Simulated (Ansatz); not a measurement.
Cost and result up the ladder for the cluster Al2Cl6 (8 atoms). Charge 0, multiplicity 1. Geometry: r2SCAN-D4/def2-SVP.

```xyz
8

Al    0.5794    0.4634    2.0464
Al   -0.5368   -0.4369   -1.8462
Cl    0.6334    1.3033   -1.9628
Cl    0.3915   -0.0700    4.0366
Cl    1.6950    2.0674    1.3917
Cl    0.3500   -2.2656   -2.3698
Cl   -0.4926   -0.8206    0.7137
Cl   -2.6200   -0.2410   -2.0097
```

Ansatz on 4 threads of Arm Neoverse V1 on a shared host. Times are rough, and most runs start from the orbitals of an earlier one. PBE0-D4/def2-TZVP serves as the yardstick here, not as an exact answer. Differences are given only for rows in sets of like size (and for xTB, whose basis is part of the method), since another set adds its own error. Binding counts from free atoms at the same level (Al doublet, Cl doublet; other spins of the atoms weren't run), without zero-point energy or a counterpoise term.

Correlated methods freeze 40 core orbitals. The rows differ in basis, and correlated rows in double-zeta sets carry the largest basis error. Another isomer (singlet) lies 1.09 eV lower at PBE0-D4/def2-TZVP; other spin states weren't run for this one.

Correlated methods converge slowly with the basis, most of all in double-zeta sets.

```
                         level  functions  wall time
PBE-D4/def2-TZVP (with forces)        296      5.5 s
           r2SCAN-D4/def2-TZVP        296       10 s
             PBE0-D4/def2-TZVP        296       13 s
              B2PLYP/def2-TZVP        296       15 s
              B97M-V/def2-TZVP        296       16 s
              CCSD(T)/def2-SVP        144       17 s
```

Question: Estimate what each level gives for the binding energy per atom (eV).

Answer: 
| level | binding energy per atom (eV) | difference from PBE0-D4/def2-TZVP (eV) |
| --- | --- | --- |
| PBE-D4/def2-TZVP (with forces) | 3.41 | 0.02 |
| r2SCAN-D4/def2-TZVP | 3.46 | 0.07 |
| PBE0-D4/def2-TZVP | 3.38 | 0.00 |
| B2PLYP/def2-TZVP | 3.29 | -0.10 |
| B97M-V/def2-TZVP | 3.48 | 0.10 |
| CCSD(T)/def2-SVP | 3.14 | – |
